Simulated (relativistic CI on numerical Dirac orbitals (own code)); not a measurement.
**Nb+: 4d valence photoemission**

Computed with this model: Dirac-Coulomb-Breit CI, KLI orbitals optimised for each configuration, model QED, valence Slater integrals scaled by 0.8, multiplet model of photoemission in the sudden approximation; configurations [Kr] 4d4 → [Kr] 4d3; 300 K; Lorentzian 0.42 eV and Gaussian 0.5 eV FWHM. Energies are those of the free ion, without screening or charge transfer. The energies are binding energies and can lie tens of eV above those of solids. S is read from ⟨S²⟩ = S(S + 1).

Field parameters in Wybourne normalisation: D3d B²₀ = −7Dσ, B⁴₀ = −14Dq − 21Dτ, B⁴₃ = −14√(10/7) Dq. The field is a parameter set, without covalency.

Computed curve for D3d, 10Dq = 10850, Dσ = 240, Dτ = 340 cm⁻¹, scaled to 100 at the maximum (points under 2 are left out and the grid is thinned):

```
Energy (eV)  Intensity
       10.5        2.0
       10.7        2.5
       10.8        2.8
       11.0        3.5
       11.1        4.0
       11.3        5.6
       11.5        8.4
       11.6       10.8
       11.8       19.7
       12.0       37.1
       12.1       47.9
       12.3       63.2
       12.4       63.2
       12.6       50.1
       12.8       37.8
       12.9       37.3
       13.1       51.0
       13.2       64.3
       13.4       92.4
       13.6       99.8
       13.7       92.1
       13.9       64.3
       14.1       39.4
       14.2       31.6
       14.4       23.4
       14.5       21.0
       14.7       16.1
       14.9       11.4
       15.0        9.7
       15.2        7.6
       15.3        7.1
       15.5        6.6
       15.7        6.1
       15.8        5.8
       16.0        5.3
       16.2        4.7
       16.3        4.2
       16.5        3.2
       16.6        2.7
       16.8        2.0
```

The ground state has S = 1.04, and the centroid lies at 13.30 eV.
